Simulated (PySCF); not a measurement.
# Ar²⁺: excitation energy

Ar²⁺ [Ne] 3s2 3p4 (3P) → Ar²⁺ [Ne] 3s2 3p3 3d1 (5D), as a difference of total energies. Computed with PySCF 2.14 in dyall-acv3z, with scalar relativity by spin-free X2C-1e. Correlated levels: valence: [Ne] frozen; valence and next inner shell: 1s2 frozen; virtual orbitals above 40 to 60 times the deepest correlated orbital energy dropped. The calculations carry no spin-orbit coupling.

```json
{"method": "UHF", "excitation energy (eV)": "17.087"}
{"method": "LDA", "excitation energy (eV)": "17.740"}
{"method": "PBE", "excitation energy (eV)": "17.568"}
{"method": "PBE0", "excitation energy (eV)": "17.633"}
{"method": "r2SCAN", "excitation energy (eV)": "17.656"}
{"method": "HSE06", "excitation energy (eV)": "17.651"}
{"method": "PBEsol", "excitation energy (eV)": "17.567"}
{"method": "revPBE", "excitation energy (eV)": "17.553"}
{"method": "MP2 (valence)", "excitation energy (eV)": "17.749"}
{"method": "SCS-MP2 (valence)", "excitation energy (eV)": "17.937"}
{"method": "MP2 (valence and next inner shell)", "excitation energy (eV)": "17.788"}
{"method": "SCS-MP2 (valence and next inner shell)", "excitation energy (eV)": "17.966"}
```

Task: How much does correlation contribute at MP2 (valence and next inner shell)?

Result: 17.788 − (17.087) = 0.701 eV, measured against UHF.

A first-order spin-orbit estimate (lowest level to lowest level, LS coupling) adds 0.058 eV.

The promoted electron is Rydberg-like, and one or two diffuse shells describe it only roughly, which tends to raise the upper state.
